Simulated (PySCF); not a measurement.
UHF on Xe²⁺ (xenon, charge +2)

Configuration: [Kr] 4d10 5s2 5p4, high-spin 3P determinant. Calculation: PySCF 2.14, in x2c-TZVPall (8s6p4d2f, 60 functions); scalar relativity by spin-free X2C-1e.

| Property | Result |
| --- | --- |
| Total energy | -7442.302343 hartree |
| One-electron energy | -10154.9032 hartree |
| Hartree (Coulomb) energy | 2897.9987 hartree |
| Exchange energy | -185.3978 hartree |
| ⟨S²⟩ | 2.0080 |
| ⟨L²⟩ | 2.034 |
| Sum of ⟨r⟩ | 32.93 bohr |
| Sum of ⟨r²⟩ | 43.55 bohr² |
| Traceless quadrupole moment −½Σ⟨3z² − r²⟩ along its main axis | -1.97 e·bohr² |
| Langevin diamagnetic susceptibility | -34.5 ×10⁻⁶ cm³/mol |
| Time after the integrals | 0.44 s of wall time on 1 thread of Neoverse-N1 (shared host) |

| shell | electrons | mean orbital energy (hartree) | spread (hartree) | rms radius, mean of both spins (bohr) |
| --- | --- | --- | --- | --- |
| 1s α | 1 | -1276.93398 | 0 | 0.0305 |
| 1s β | 1 | -1276.92752 | 0 | 0.0305 |
| 2s α | 1 | -203.12918 | 0 | 0.124 |
| 2s β | 1 | -203.12664 | 0 | 0.124 |
| 2p α | 3 | -182.23881 | 0.00486 | 0.111 |
| 2p β | 3 | -182.23294 | 0.00189 | 0.111 |
| 3s α | 1 | -43.77784 | 0 | 0.326 |
| 3s β | 1 | -43.77054 | 0 | 0.326 |
| 3p α | 3 | -36.85275 | 0.01265 | 0.326 |
| 3p β | 3 | -36.84242 | 0.00027 | 0.326 |
| 3d α | 5 | -26.51973 | 0.01084 | 0.304 |
| 3d β | 5 | -26.51570 | 0.00692 | 0.304 |
| 4s α | 1 | -9.21639 | 0 | 0.762 |
| 4s β | 1 | -9.19659 | 0 | 0.762 |
| 4p α | 3 | -6.92227 | 0.02802 | 0.815 |
| 4p β | 3 | -6.89967 | 0.00021 | 0.815 |
| 4d α | 5 | -3.45171 | 0.02996 | 0.942 |
| 4d β | 5 | -3.43632 | 0.01591 | 0.942 |
| 5s α | 1 | -1.79038 | 0 | 1.93 |
| 5s β | 1 | -1.58264 | 0 | 1.93 |
| 5p α | 3 | -1.18799 | 0.06629 | 2.25 |
| 5p β | 1 | -1.10193 | 0 | 2.25 |

Densities and radii are taken from the X2C orbitals without a picture-change correction, which distorts them close to the nucleus.
